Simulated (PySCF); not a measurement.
# ZrBr⁻ from Hartree–Fock to correlated methods

State: triplet, unpaired electrons π ↑, δ ↑, a mixture of terms (⟨Lz²⟩ = 4.9). Set-up: basis Zr def2-TZVPPD with ECP28, Br def2-TZVPPD; scalar-relativistic core potentials; PySCF 2.14. De refers to Zr (4d2 5s2) + Br⁻ in their high-spin ground configurations, without counterpoise correction. The functionals are run spin-unrestricted. A positive dipole points towards Br; it is taken about the centre of mass and depends on that origin. Levels whose curve was spin-contaminated or gave no clean fit are not listed.

| Level | Re (Å) | ωe (cm⁻¹) | De (eV) | μ (D) | CPU s a point (SCF and correlation, without the integrals) |
| --- | --- | --- | --- | --- | --- |
| ROHF | 2.786 | 170 | n/a | 3.04 | 3.4 |
| ROHF-MP2 | 2.620 | 207 | n/a | n/a | 6.7 |
| ROHF-SCS-MP2 | 2.656 | 198 | n/a | n/a | n/a |
| LDA | 2.537 | 229 | n/a | 3.08 | 2.2 |
| PBE | 2.604 | 206 | n/a | 3.16 | 3.2 |
| PBEsol | 2.566 | 219 | n/a | 3.32 | 2 |
| BLYP | 2.654 | 191 | n/a | 2.68 | 1.8 |
| PBE0 | 2.622 | 204 | n/a | 3.21 | 13 |
| M06 | 2.624 | 207 | n/a | 2.59 | 29 |

The bond length runs from 2.537 Å (LDA) to 2.786 Å (ROHF).

Correlated steps freeze 9 core orbitals. De is left out where the level can put another filling of the metal’s s and d shells below the measured ground configuration, by anything from nothing to about 1 eV. These are scalar-relativistic numbers at best; spin–orbit coupling would shift them, the dissociation energy most. The highest Kohn–Sham level is positive in this anion. Much of that is self-interaction error, but it also means that the finite basis helps to hold the extra electron. UHF is strongly spin-contaminated for ZrBr⁻, so the ROHF reference used there is far from stable. The state is the lowest single determinant that the PBE0 search found; with open d or f shells the true ground state can be another one.

The whole job (state search and all levels along the bond) took about 14 min on 2 threads of Arm Neoverse V1 (shared host), peak memory 4 GiB.
